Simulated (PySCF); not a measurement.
C5H9NO (charge -1 and doublet state).
Atom-mapped SMILES: `[NH2:1][C@H:2]1[CH2:3][CH2:4][C:5]([O-:6])[CH2:7]1` (hydrogens: H8, H9 on N1; H10 on C2; H11, H12 on C3; H13, H14 on C4; H15, H16 on C7)

Cartesian coordinates in Å at the GFN2-xTB level; atoms count from 1:
```
atom  x, y, z in Å
N1    -1.3489    1.2348    0.1698
C2    -0.8574    0.0659   -0.5641
C3     0.5340    0.3817   -1.1236
C4     1.5089    0.0840    0.0323
C5     0.7186   -0.7403    1.0656
O6     0.7538   -0.4460    2.3409
C7    -0.5840   -1.1294    0.3625
H8    -2.2135    0.9743    0.6426
H9    -0.6699    1.3836    0.9166
H10   -1.5855   -0.1472   -1.3665
H11    0.5870    1.4193   -1.4625
H12    0.7341   -0.2702   -1.9803
H13    1.8914    1.0073    0.4876
H14    2.3873   -0.4636   -0.3488
H15   -0.4623   -2.0386   -0.2528
H16   -1.4013   -1.3067    1.0692
```

The hyperfine couplings belong to this conformer and change with its torsions.

Theory: UKS B3LYP, pcH-1 on C H N O, non-relativistic, mean-field spin-orbit, GIAO in PySCF 2.14.0. Whether the extra electron is bound in the gas phase wasn't checked; a finite basis holds it in any case. A GFN2-xTB geometry isn't a minimum of the functional, and hyperfine couplings can be far from their values at a DFT geometry, by a factor of two or more for some ions and for spin on atoms past the first row. The SCF solution wasn't tested for stability.

Principal values of hyperfine tensors in MHz (contact and dipolar terms together), for some of the nuclei:

```tsv
atom	isotope	A1	A2	A3
C5	13C	77.28	79.34	229.48
C2	13C	58.13	58.81	63.93
H14	1H	50.50	51.14	62.85
H15	1H	46.44	47.09	59.03
O6	17O	-147.75	18.78	21.95
C3	13C	32.21	32.64	36.29
H13	1H	20.50	20.96	32.13
C4	13C	11.88	12.88	18.70
```

Problem. Give the isotropic coupling of each nucleus in MHz and in mT (g = 2.0040), and the anisotropic part.

Solution. a_iso is a third of the trace, T = A − a_iso, and a(mT) = a(MHz)/(g × 13.996).

```json
{"atom": "C5", "a_iso (MHz)": "128.70", "a_iso (mT)": "4.588", "T1": "-51.42", "T2": "-49.36", "T3": "100.78"}
{"atom": "C2", "a_iso (MHz)": "60.29", "a_iso (mT)": "2.149", "T1": "-2.16", "T2": "-1.48", "T3": "3.64"}
{"atom": "H14", "a_iso (MHz)": "54.83", "a_iso (mT)": "1.955", "T1": "-4.33", "T2": "-3.69", "T3": "8.02"}
{"atom": "H15", "a_iso (MHz)": "50.86", "a_iso (mT)": "1.813", "T1": "-4.42", "T2": "-3.76", "T3": "8.18"}
{"atom": "O6", "a_iso (MHz)": "-35.67", "a_iso (mT)": "-1.272", "T1": "-112.08", "T2": "54.45", "T3": "57.63"}
{"atom": "C3", "a_iso (MHz)": "33.72", "a_iso (mT)": "1.202", "T1": "-1.50", "T2": "-1.08", "T3": "2.58"}
{"atom": "H13", "a_iso (MHz)": "24.53", "a_iso (mT)": "0.875", "T1": "-4.03", "T2": "-3.57", "T3": "7.60"}
{"atom": "C4", "a_iso (MHz)": "14.49", "a_iso (mT)": "0.516", "T1": "-2.61", "T2": "-1.60", "T3": "4.21"}
```

Problem. What spin density at the nucleus of C5 lies behind its contact coupling (g_N = 1.40482)?

Solution. a_FC = (2μ0/3) gₑ μB g_N μN ρ(0)/(2S·h) = 800.24 MHz × g_N × ρ(0)/(2S), with ρ in bohr⁻³. With a_FC = 128.70 MHz and 2S = 1, ρ(0) = 0.1145 bohr⁻³.

Problem. H10 (1H, g_N = 5.58569) isn't in the table. Its spin density at the nucleus is 0.002132 bohr⁻³. What is its contact coupling?

Solution. By the same relation, a_FC = 9.53 MHz. Its full tensor has the principal values 7.02, 7.47, 14.11 MHz.

Problem. Name the largest traceless tensor T of the table and describe it.

Solution. O6: -112.1, 54.5, 57.6 MHz, nearly axial, close to the ratio +1:+1:−2, the form that spin in one p orbital centred on that nucleus gives (the nuclear moment is negative).

Problem. In a single crystal, with the field along each principal axis of the tensor of C2 in turn, what first-order splitting does this nucleus give (isotropic g, quadrupole terms neglected)?

Solution. 2 lines (I = 1/2), spaced by |A_i|/(g × 13.996): 2.07, 2.10, 2.28 mT along the axes of A1, A2 and A3.

The run took 51 s wall (with the writing of density and orbital grids) on an Arm Neoverse V2 with one thread, shared host with 32 logical CPUs at a one-minute load of 20, and the process peaked at 0.97 GiB of memory.
